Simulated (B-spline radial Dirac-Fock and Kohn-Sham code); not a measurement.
**Electron momentum distribution of La¹⁵⁺: Compton profiles**

System: lanthanum as La¹⁵⁺, 1s2 2s2 2p6 3s2 3p6 3d10 4s2 4p6 4d6.

Input file task.json (cfg lists n, l and occupation; rrms is the nuclear radius in fm):

```json
{"items": [{
  "Z": 57,
  "q": 15,
  "cfg": [[1, 0, 2], [2, 0, 2], [2, 1, 6], [3, 0, 2], [3, 1, 6], [3, 2, 10], [4, 0, 2], [4, 1, 6], [4, 2, 6]],
  "A": 139,
  "rrms": 4.855,
  "do": ["scatter"],
  "s": [0.0, 0.09, 0.1, 0.12, 0.15, 0.17, 0.2, 0.24, 0.28, 0.33, 0.38, 0.45, 0.53, 0.63, 0.74, 0.87, 1.02, 1.2, 1.41, 1.66, 1.96, 2.3, 2.71],
  "pz": [0, 0.1, 0.2, 0.3, 0.4, 0.5, 0.6, 0.8, 1.0, 1.2, 1.4, 1.6, 1.8, 2.0, 2.5, 3.0, 4.0, 5.0, 7.0, 10.0, 15.0, 20.0, 30.0, 40.0, 60.0, 100.0],
  "hv_scatter": [5000, 8047.8, 10000, 17479.3, 20000, 50000, 500000, 1000000]
}]}
```

Run with: `python xray_run.py task.json out`

Level of theory: the impulse approximation on configuration-average Dirac-Fock orbitals; a radial B-spline solver. pz is in atomic units of momentum; subshell profiles are per electron, for a selection of subshells; open shells are spread over both j values by their weights.

```tsv
pz	J total	J 1s1/2	J 2p3/2	J 4s1/2	J 4d5/2
0	3.463	0.0140	0.0262	0.231	0.118
0.3	3.450	0.0140	0.0262	0.226	0.118
0.4	3.440	0.0140	0.0262	0.221	0.118
0.5	3.427	0.0140	0.0262	0.216	0.118
0.6	3.411	0.0140	0.0262	0.209	0.118
0.8	3.370	0.0140	0.0262	0.194	0.118
1	3.316	0.0140	0.0262	0.175	0.118
1.2	3.250	0.0140	0.0262	0.155	0.118
1.4	3.172	0.0140	0.0262	0.135	0.117
1.6	3.081	0.0140	0.0262	0.115	0.116
1.8	2.979	0.0140	0.0262	0.0964	0.115
2	2.868	0.0140	0.0262	0.0795	0.112
2.5	2.559	0.0139	0.0262	0.0478	0.102
3	2.236	0.0139	0.0262	0.0307	0.0872
4	1.676	0.0138	0.0261	0.0228	0.0516
5	1.304	0.0137	0.0259	0.0219	0.0242
7	0.9026	0.0134	0.0251	0.0101	0.00520
10	0.5453	0.0129	0.0226	0.00216	0.00384
15	0.2486	0.0116	0.0162	0.00155	0.00180
20	0.1298	0.0101	0.00993	0.000472	0.000545
30	0.04543	0.00707	0.00302	6.03e-05	5.11e-05
40	0.01999	0.00461	0.000881	5.46e-05	6.50e-06
60	0.005611	0.00182	9.77e-05	2.23e-05	< 1e-6
100	0.0008400	0.000326	3.73e-06	3.02e-06	< 1e-6
```

J(0) = 3.463. The 4p3/2 subshell gives the largest part, 18 %.

Mean momentum ⟨p⟩ by subshell (a.u.): 1s1/2 53.9, 2s1/2 19.1, 2p1/2 25.5, 2p3/2 23.9, 3s1/2 9.49, 3p1/2 11.3, 3p3/2 10.9, 3d3/2 13.0, 3d5/2 12.8, 4s1/2 4.93, 4p1/2 5.51, 4p3/2 5.34, 4d3/2 5.86, 4d5/2 5.80.

Values without a named source are computed, but for edge energies of neutral atoms, which are taken from tables.
